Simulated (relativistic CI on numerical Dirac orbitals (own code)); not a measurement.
One change at a time: Hg¹⁹⁺

Base calculation: Dirac-Coulomb-Breit CI, separate exchange-only KLI orbitals for each configuration, model QED, unscaled Slater integrals.

Configuration list (outside the closed core [Kr]): 4d10 4f13 5s2, 4d10 4f14 5s, 4d10 4f13 5s 5p, 4d10 4f14 5p, 4d10 4f12 5s2 5p, 4d10 4f13 5s 5d, 4d10 4f12 5s 5p2, 4d10 4f14 5d, 4d10 4f13 5s 5f, 4d9 4f14 5s2, 4d10 4f13 5p 5d, 4d10 4f12 5s2 5d, 4d10 4f13 5s 5g, 4d10 4f13 5p2, 4d10 4f12 5p3, 4d9 4f14 5p2. Double excitations out of closed p, d and f shells are left out; levels of such configurations are missing from the list, as are those of other unlisted configurations, and high levels can miss mixing partners. Some configurations lack a partner that the ground configuration has and come out too high, among them 4d10 4f12 5s2 5d.

The lowest level and the first level of each name with at least 55 % of one term (blank where a level has no safe partner in the second run):

```
                    Level  Base (cm⁻¹)  Shift (cm⁻¹)
      4d10 4f14 5s 2S_1/2            0             0
    4d10 4f13 5s2 2F°_7/2       162014         +7013
    4d10 4f13 5s2 2F°_5/2       195692         +7009
     4d10 4f14 5p 2P°_1/2       356280              
     4d10 4f14 5p 2P°_3/2       568183              
  4d10 4f13 5s 5p 4G_11/2       681930          +455
4d10 4f12 5s2 5p 4G°_11/2       682855              
   4d10 4f13 5s 5p 2D_3/2       689901         +1602
   4d10 4f13 5s 5p 4F_9/2       699477          +773
   4d10 4f13 5s 5p 4D_1/2       706376         +1866
   4d10 4f13 5s 5p 2G_9/2       724435          +591
4d10 4f12 5s2 5p 2K°_13/2       771940              
4d10 4f12 5s2 5p 2H°_11/2       775376              
 4d10 4f12 5s2 5p 4P°_1/2       777003
```

At this charge transitions that keep the count of f electrons are usually good to a few per cent. Levels that differ in their count of f electrons can be misplaced by several ten thousand cm⁻¹, since the correlation energy of f electrons is missing or only estimated; rates across such gaps can be off by orders of magnitude. The computed lowest level isn't the tabulated ground level, which NIST ASD gives as 4f13 5s2 2F°7/2; for such ions that label comes from theory and may be the wrong one.

Task: One thing was changed in a second run, which moved the levels as shown. Which?
A. Breit term removed
B. only the first 3 configurations
C. QED terms removed
D. P86 correlation estimate
E. one mean potential for all configurations

Result: B. Only the first 3 configurations. With fewer configurations the levels that remain lose their mixing partners.

LS names give the leading component of a level, which can be under half, so a name can repeat, a term be missing and a line seem to break the LS rules.
